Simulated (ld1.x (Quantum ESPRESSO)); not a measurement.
## u(r) = r·R(r): atom against pseudo-atom (molybdenum (Mo))

Columns: radius, all-electron u(r) and pseudo u(r) of the 4p shell (level -39.86 eV) of molybdenum in the configuration [Ar] 3d10 4s2 4p6 4d5 5s0 5p1; PBE, scalar-relativistic, TM semilocal scheme, ld1.x (Quantum ESPRESSO) 7.5.

```tsv
r (bohr)	all-electron	pseudo
0.072	0.3389	0.0077
0.145	0.0899	0.0313
0.217	-0.3137	0.0701
0.290	-0.5197	0.1253
0.362	-0.4924	0.1952
0.435	-0.3102	0.2812
0.507	-0.0603	0.3797
0.580	0.2047	0.4906
0.652	0.4430	0.6061
0.725	0.6442	0.7226
0.798	0.7994	0.8295
0.870	0.9082	0.9166
0.942	0.9772	0.9786
1.015	1.0127	1.0128
1.088	1.0198	1.0198
1.160	1.0052	1.0052
1.232	0.9746	0.9746
1.305	0.9319	0.9319
1.378	0.8813	0.8813
1.450	0.8270	0.8270
1.522	0.7704	0.7704
1.595	0.7126	0.7126
1.668	0.6558	0.6558
1.740	0.6016	0.6016
1.812	0.5498	0.5498
1.885	0.5003	0.5003
```

How many radial nodes do the two functions have?

The all-electron 4p function has n − l − 1 = 2; the pseudo-wave has 0, since the states of the same l below it are removed with the core.

At about which radius was the pseudo-wave matched?

1.10 bohr. The columns agree to 0.0005 from 1.01 bohr on; several derivatives are matched, so the curves merge somewhat inside the radius.

Is the pseudo-wave norm-conserving?

Yes: the TM semilocal scheme keeps the norm inside the radius equal to the all-electron one, which fixes the energy derivative of the logarithmic derivative at the level.
